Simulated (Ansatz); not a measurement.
`[SiH3][AlH][S][SiH3]` + `[OH][GeH]([F])[SH]` → `[OH][GeH]([F])[S][SiH3]` + `[SiH3][AlH][SH]`  (ligand exchange at the Si–S bond)

Gas-phase electronic energies from Ansatz, PBE0-D4/def2-TZVP geometries. CBS: MP2 limit from def2 TZ/QZ plus the TZ coupled-cluster correction, frozen cores. DFT in def2-TZVPP. B3LYP here is the variant with VWN-RPA as its local correlation; programs differ in this. For Ge outer-core shells are correlated without core-valence functions, which leaves a few kJ/mol of doubt a bond. Scalar relativity is left out up to krypton. Each species was taken in one conformer, which may not be the lowest.

Problem. Is it downhill or uphill in electronic energy at CCSD(T)/CBS, and by how much? (Best estimate.)

Solution. Computed: Nearly level: ΔE = -0.3 kJ/mol.

Problem. What do these levels give: PBE-D4, ωB97X-V, ωB97M-V, PBE, r2SCAN, B3LYP, HF/def2-TZVPP, SCS-MP2/def2-TZVPP, CCSD/def2-TZVPP, CCSD(T)/def2-TZVPP, SCS-MP2/def2-QZVPP, MP2/CBS(def2)? (An estimate is asked.)

Solution. Ansatz gave: PBE-D4 1.2, ωB97X-V -0.9, ωB97M-V -0.5, PBE -0.1, r2SCAN -0.2, B3LYP -2.6, HF/def2-TZVPP -3.5, SCS-MP2/def2-TZVPP -0.4, CCSD/def2-TZVPP -0.8, CCSD(T)/def2-TZVPP -0.1, SCS-MP2/def2-QZVPP -0.3, MP2/CBS(def2) 0.1 kJ/mol.

Largest T1 diagnostic among the species: 0.013.

In def2-TZVPP, CCSD(T) changes the Hartree–Fock value by +3.4 kJ/mol (the triples alone add +0.7 kJ/mol) and MP2 by +3.9 kJ/mol.
